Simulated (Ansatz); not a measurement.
Compare A (`BOC(C)[SiH3]`) with its isomer B (`BO[SiH](C)C`).

Isolated molecules relaxed with PBE0-D4/def2-TZVP in Ansatz; ΔE leaves out vibrations. CBS: MP2 limit from def2 TZ/QZ plus the TZ coupled-cluster correction, frozen cores. DFT in def2-TZVPP. B3LYP here is the variant with VWN-RPA as its local correlation; programs differ in this. Each species was taken in one conformer, which may not be the lowest.

(1) Which is lower in electronic energy at CCSD(T)/CBS, and by how much? (Best estimate.)

(2) Give E(B) − E(A) in kcal/mol with MP2/def2-TZVPP, B3LYP, CCSD(T)/def2-TZVPP, B3LYP-D4, B2PLYP, r2SCAN-D4, HF/def2-TZVPP. (An estimate is asked.)

Largest T1 diagnostic: 0.013.

Results:

(1) The calculation gave: B, by 56.9 kcal/mol.

(2) Ansatz gave: MP2/def2-TZVPP -58.2, B3LYP -55.5, CCSD(T)/def2-TZVPP -55.7, B3LYP-D4 -55.4, B2PLYP -56.6, r2SCAN-D4 -57.3, HF/def2-TZVPP -58.2. None reverses the order clearly.

From PBE to PBE0 (25 % exact exchange), in def2-TZVPP and without D4, E(B) − E(A) moves by −2.3 kcal/mol.
